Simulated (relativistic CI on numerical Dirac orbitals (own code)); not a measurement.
Radial Dirac CI calculation of Co I.

Command:

```sh
python run_levels.py task.json out
```

Input:

```
atom Co  Z=27  charge=0  electrons=27
nucleus A=59  rms_radius_fm=4.9238
hamiltonian dirac-coulomb  breit=on  qed=on  c_scale=1
orbitals kli  potential=per-configuration
slater_scale 1
correlation none
mixing on
grid step=0.0125 r_max=149
scf mixing=0.4 start=green max_iterations=150 tolerance=1e-10 node_fill=0.05
configurations
  [Ar] 3d7 4s2
  [Ar] 3d8 4s
  [Ar] 3d9
  [Ar] 3d7 4s 4p
  [Ar] 3d8 4p
end
```

Output:

```
SCF 1: [Ar] 3d7 4s2
 iter      energy (Ha)   residual   last orbital (Ha)
    1     -1390.869070   6.69e-01     -0.39432
    2     -1391.897360   1.92e-01     -0.29503
    3     -1391.960454   1.06e-01     -0.28595
    4     -1391.979883   8.46e-03     -0.27051
    5     -1391.980840   3.71e-03     -0.27121
    6     -1391.980490   1.27e-03     -0.27093
    7     -1391.980585   8.97e-05     -0.27115
    8     -1391.980588   1.01e-04     -0.27114
    9     -1391.980583   2.25e-06     -0.27112
   10     -1391.980583   4.27e-08     -0.27112
   11     -1391.980583   2.28e-09     -0.27112
   12     -1391.980583   1.36e-10     -0.27112
   13     -1391.980583   3.43e-12     -0.27112
SCF 2: [Ar] 3d8 4s
 iter      energy (Ha)   residual   last orbital (Ha)
    1     -1390.123526   9.21e-01     -0.39432
    2     -1391.798353   2.36e-01     -0.26748
    3     -1391.934444   1.39e-01     -0.30365
    4     -1391.954902   8.15e-02     -0.28370
    5     -1391.963944   2.03e-02     -0.24953
    6     -1391.963119   3.24e-03     -0.23924
    7     -1391.963149   2.75e-03     -0.23844
    8     -1391.963247   1.43e-03     -0.23607
    9     -1391.963246   6.35e-04     -0.23493
   10     -1391.963238   2.29e-04     -0.23447
   11     -1391.963236   1.19e-05     -0.23415
   12     -1391.963236   1.54e-07     -0.23416
   13     -1391.963236   6.73e-08     -0.23416
   14     -1391.963236   3.24e-09     -0.23416
   15     -1391.963236   1.63e-09     -0.23416
   16     -1391.963236   2.65e-10     -0.23416
   17     -1391.963236   1.78e-10     -0.23416
   18     -1391.963236   3.16e-12     -0.23416
SCF 3: [Ar] 3d9
 iter      energy (Ha)   residual   last orbital (Ha)
    1     -1388.940727   1.08e+00     -0.88687
    2     -1391.264560   3.70e-01     -0.16438
    3     -1391.705245   2.32e-01     -0.34376
    4     -1391.804955   3.62e-02     -0.23186
    5     -1391.816831   1.55e-02     -0.23656
    6     -1391.815694   9.67e-03     -0.22968
    7     -1391.816661   1.89e-03     -0.23351
    8     -1391.816558   9.81e-05     -0.23294
    9     -1391.816549   1.07e-04     -0.23280
   10     -1391.816553   6.93e-05     -0.23281
   11     -1391.816557   1.95e-07     -0.23284
   12     -1391.816557   2.22e-07     -0.23284
   13     -1391.816557   3.16e-08     -0.23284
   14     -1391.816557   2.23e-09     -0.23284
   15     -1391.816557   4.78e-11     -0.23284
SCF 4: [Ar] 3d7 4s 4p
 iter      energy (Ha)   residual   last orbital (Ha)
    1     -1390.833678   6.34e-01     -0.18677
    2     -1391.794690   1.93e-01     -0.15177
    3     -1391.853527   1.05e-01     -0.15313
    4     -1391.872885   6.98e-03     -0.15260
    5     -1391.873404   3.11e-03     -0.15299
    6     -1391.873069   1.90e-03     -0.15307
    7     -1391.873201   1.56e-04     -0.15325
    8     -1391.873199   6.08e-05     -0.15324
    9     -1391.873196   9.92e-07     -0.15324
   10     -1391.873196   7.92e-08     -0.15324
   11     -1391.873196   1.07e-08     -0.15324
   12     -1391.873196   1.60e-10     -0.15324
      ... 1 steps not shown
SCF 5: [Ar] 3d8 4p
 iter      energy (Ha)   residual   last orbital (Ha)
    1     -1390.108929   8.79e-01     -0.18677
    2     -1391.724512   1.60e-01     -0.13395
    3     -1391.835974   1.27e-01     -0.13388
    4     -1391.854767   4.10e-02     -0.12259
    5     -1391.861358   4.95e-03     -0.12197
    6     -1391.861204   3.41e-04     -0.12108
    7     -1391.861184   3.72e-04     -0.12096
    8     -1391.861244   3.28e-04     -0.12094
    9     -1391.861229   3.29e-05     -0.12092
   10     -1391.861226   2.85e-06     -0.12092
   11     -1391.861227   6.50e-08     -0.12092
   12     -1391.861227   5.51e-08     -0.12092
   13     -1391.861227   3.20e-10     -0.12092
   14     -1391.861227   1.85e-10     -0.12092
   15     -1391.861227   9.88e-11     -0.12092
orbital energies (Ha): 2p1/2 -28.7283  2p3/2 -28.1843  3s -3.8835  3p1/2 -2.5737  3p3/2 -2.5069  3d3/2 -0.4094  3d5/2 -0.4024  4s -0.2711
configuration averages (Ha): Dirac-Coulomb, Breit, QED
  3d7 4s2                      -1391.980583    0.531437    0.356344
  3d8 4s                       -1391.963236    0.531014    0.356142
  3d9                          -1391.816557    0.530686    0.355991
  3d7 4s 4p                    -1391.873196    0.531362    0.356220
  3d8 4p                       -1391.861227    0.530891    0.356010
levels: no., configuration, term, J, E (cm-1), weight
   1 3d7 4s2                4F   9/2              0.0  1.00
   2 3d7 4s2                4F   7/2            795.8  1.00
   3 3d7 4s2                4F   5/2           1379.3  1.00
   4 3d7 4s2                4F   3/2           1779.7  1.00
   5 3d7 4s 4p              6F*  11/2         12760.8  0.97
   6 3d7 4s 4p              6F*  9/2          13084.1  0.81
   7 3d7 4s 4p              6F*  7/2          13518.3  0.86
   8 3d7 4s 4p              6F*  5/2          13897.0  0.91
   9 3d7 4s 4p              6G*  13/2         14031.1  1.00
  10 3d7 4s 4p              6D*  9/2          14045.6  0.84
  11 3d8 4s                 4F   9/2          14093.4  1.00
  12 3d7 4s 4p              6F*  3/2          14186.2  0.96
  13 3d7 4s 4p              6F*  1/2          14367.9  0.99
  14 3d7 4s 4p              6G*  11/2         14480.8  0.96
lowest total energy -1391.198918 Ha
end: converged
```

Against the reference input this run has: nuclear radius 4.9238 fm, SCF tolerance 1e-10. The reference run ends at -1391.202211 Ha with Breit and QED terms. With a changed speed of light or nuclear radius the levels are not those of the real ion, and the QED model is not rescaled.

With so few configurations and no correlation, terms lie too far apart (by 10 to 50 % or more near neutrality), their order can be wrong, and levels of other configurations are missing. Terms and fine structure of an open d or f shell near neutrality can be off by tens of per cent either way.
